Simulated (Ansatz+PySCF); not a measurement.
A calculation with PySCF 2.14.0.

```python
from pyscf import gto, scf, cc

mol = gto.M(atom="""
Be 0.000000 0.000000 0.000000
C 0.773120 1.030820 2.231800
""", basis='sto-3g', charge=0, spin=0)
mf = scf.UHF(mol)
mf.kernel()
mycc = cc.CCSD(mf, frozen=1).run()
et = mycc.ccsd_t()
print(mf.e_tot, mycc.e_corr, et, mycc.e_tot + et)
```

The script is written out from the run's settings.

Results

* Converged: yes
* Reference energy: -51.44836 hartree
* CCSD correlation energy: -0.10236 hartree
* Triples correction: -0.00122 hartree
* Total energy: -51.55194 hartree
* Spin squared of the determinant: 0.000

This is not the lowest solution: another run reaches a determinant 1.85 eV lower. Caution: another spin multiplicity may lie lower.
